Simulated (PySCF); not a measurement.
Ge(F)2(Br)(OH) (BrF2GeHO), SMILES [OH][Ge]([F])([F])[Br].

Coordinates come from a PBE0-D3(BJ)/def2-SVP optimisation. This is a generated structure with no PubChem entry under its InChIKey; it may be hypothetical. The values are those of a single conformer.

Computed with PBE/def2-TZVP (PySCF).

Gas-phase values at a fixed geometry.

Q: Estimate the frontier levels, gap, dipole moment and polarisability. (The exact figures need the calculation; the answer reports its results.)

A: 
| Item | Result |
|---|---|
| highest occupied level | -8.08 eV |
| lowest empty level | -2.62 eV |
| orbital gap | 5.46 eV |
| dipole moment | 0.238 e·Å |
| quadrupole, principal values (traceless, Buckingham form, about the centre of nuclear charge) | -6.37, -5.43, 11.80 D·Å |
| mean static polarisability | 49.1 bohr³ (7.28 Å³) |
| polarisability, principal values | 41.1, 44.0, 62.4 bohr³ |
